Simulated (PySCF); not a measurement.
C₇H₉FN (doublet state).
Z-matrix (Å and degrees, GFN2-xTB geometry), rows numbered from 1:
```
C 
C   1  1.4892
C   2  1.4109  1  120.71
F   3  1.3573  2  117.11  1    -0.22
C   3  1.3516  2  124.41  1   179.81
C   5  1.4914  3  121.40  2    -1.46
N   6  1.4770  5  108.65  3  -120.90
C   6  1.4971  5  111.98  3     3.95
C   8  1.3563  6  123.06  5    -4.81
H   1  1.0899  2  110.50  3   -46.94
H   1  1.0869  2  110.93  3  -168.41
H   1  1.0921  2  110.27  3    71.13
H   5  1.0769  3  120.93  2  -178.53
H   6  1.1045  5  109.19  3   125.70
H   7  1.0154  6  109.51  5    62.95
H   7  1.0148  6  110.08  5  -178.74
H   8  1.0808  6  116.37  5   178.55
H   9  1.0815  2  117.95  1    -0.14
```

The hyperfine couplings belong to this conformer and change with its torsions.

Identity: `CC1=C(F)[CH][C@@H](N)C=C1` [radical].

Method: UKS B3LYP, pcH-1 on C F H N, non-relativistic, mean-field spin-orbit, GIAO in PySCF. One conformer (not necessarily the lowest) at the GFN2-xTB geometry, without solvent, vibrations or thermal averaging. A GFN2-xTB geometry isn't a minimum of the functional, and hyperfine couplings can be far from their values at a DFT geometry. Stability of the SCF solution: not tested. ⟨S²⟩ is 0.783 where a pure state has 0.75.

Principal values of hyperfine tensors in MHz (contact and dipolar terms together), for some of the nuclei:

| atom | isotope | A1 | A2 | A3 |
| --- | --- | --- | --- | --- |
| H14 | 1H | 108.00 | 109.94 | 113.45 |
| H12 | 1H | 75.03 | 76.50 | 83.34 |
| C2 | 13C | 5.35 | 7.06 | 139.42 |
| H10 | 1H | 44.55 | 45.20 | 52.41 |
| C3 | 13C | -64.57 | -30.05 | -27.76 |
| C8 | 13C | 3.45 | 5.59 | 103.21 |
| C5 | 13C | 3.01 | 5.05 | 95.24 |
| C6 | 13C | -30.06 | -28.96 | -28.76 |

Split each tensor into its isotropic and traceless parts, and turn a_iso into mT with g = 2.0023.

a_iso is a third of the trace, T = A − a_iso, and a(mT) = a(MHz)/(g × 13.996).

```
atom  a_iso (MHz)  a_iso (mT)      T1      T2     T3
 H14       110.46       3.942   -2.47   -0.52   2.99
 H12        78.29       2.794   -3.26   -1.79   5.05
  C2        50.61       1.806  -45.26  -43.55  88.81
 H10        47.39       1.691   -2.84   -2.19   5.03
  C3       -40.79      -1.456  -23.78   10.74  13.04
  C8        37.42       1.335  -33.96  -31.83  65.79
  C5        34.43       1.229  -31.42  -29.38  60.80
  C6       -29.26      -1.044   -0.80    0.30   0.50
```

What spin density at the nucleus of C3 lies behind its contact coupling (g_N = 1.40482)?

a_FC = 800.24 MHz bohr³ × g_N × ρ(0)/(2S). With a_FC = -40.79 MHz and 2S = 1, ρ(0) = -0.03629 bohr⁻³.

C9 (13C, g_N = 1.40482) isn't in the table. Its spin density at the nucleus is -0.03268 bohr⁻³. What is its contact coupling?

By the same relation, a_FC = -36.7 MHz. Its full tensor has the principal values -60.21, -26.70, -23.29 MHz.

Name the largest traceless tensor T of the table and describe it.

C2: -45.3, -43.6, 88.8 MHz, axial, in the ratio −1:−1:+2, the form that spin in one p orbital centred on that nucleus gives.

In a single crystal, with the field along each principal axis of the tensor of H14 in turn, what first-order splitting does this nucleus give (isotropic g, quadrupole terms neglected)?

2 lines (I = 1/2), spaced by |A_i|/(g × 13.996): 3.85, 3.92, 4.05 mT along the axes of A1, A2 and A3.

Hardware: one thread, Arm Neoverse V2 (aarch64) (shared host). Cost: 1.9 min of wall time (with the writing of density and orbital grids), 1.1 GiB resident at most.

The SMILES draws the unpaired electron on C5; the largest computed Mulliken spin population is on C2 (0.54 against 0.40).
